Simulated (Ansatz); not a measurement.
Calculated with Ansatz (gas phase, PBE0-D4/def2-TZVP geometries, no zero-point term in ΔE). CBS: MP2 limit from def2 TZ/QZ plus the TZ coupled-cluster correction, frozen cores. This one scheme is used for every species. Functionals use def2-TZVPP. HSE06 is defined as in plane-wave codes. Each species was taken in one conformer, which may not be the lowest.

Reaction (ligand exchange at a B–C bond): `CC(=N)BCl` + CH₃SH → `CSBCl` + `CC=N`

`CC(=N)BCl`:

```xyz
10

C    -0.480   -0.001    1.082
C    -0.040    0.292   -0.320
N    -0.388    1.323   -0.992
B     0.916   -0.678   -1.102
Cl    1.492   -2.145   -0.353
H    -1.002   -0.961    1.128
H     0.385   -0.094    1.745
H    -1.139    0.780    1.465
H    -1.011    1.924   -0.443
H     1.267   -0.440   -2.211
```

CH₃SH:

```xyz
6

C     0.059    0.057   -0.484
S     0.313    0.463    1.257
H     0.432   -0.938   -0.722
H     0.634    0.788   -1.053
H    -0.989    0.145   -0.766
H    -0.449   -0.516    1.768
```

`CSBCl`:

```xyz
8

C    -0.422    0.935   -0.806
S     0.210    0.680    0.871
B     0.487   -1.062    0.936
Cl    1.113   -1.765    2.411
H    -0.472   -0.014   -1.336
H    -1.417    1.376   -0.746
H     0.242    1.617   -1.335
H     0.259   -1.768    0.004
```

`CC=N`:

```xyz
8

C    -0.241    0.285   -0.730
C    -0.047   -0.556    0.488
N     0.661   -0.302    1.503
H    -1.302    0.522   -0.862
H     0.325    1.217   -0.670
H     0.071   -0.263   -1.623
H    -0.588   -1.509    0.494
H     1.122    0.605    1.400
```

```
   level  ΔE (kcal/mol)
 BLYP-D4          -20.7
HSE06-D4          -21.6
    BLYP          -21.2
 LC-ωPBE          -20.9
```

(1) What does CCSD(T)/CBS give? (Best estimate.)

Largest T1 diagnostic among the species: 0.013.

Results:

(1) Computed: -20.1 kcal/mol. The listed levels differ from it by -0.6, -1.5, -1.1, -0.8 kcal/mol.

Leaving LDA and LC-ωPBE aside and taking each functional with its dispersion term where it has one, the values, not all of them listed here, spread over 2.2 kcal/mol, from PBE-D4 to CAM-B3LYP-D4. In def2-TZVPP, CCSD(T) changes the Hartree–Fock value by −1.2 kcal/mol (the triples alone add −0.4 kcal/mol) and MP2 by −2.3 kcal/mol.
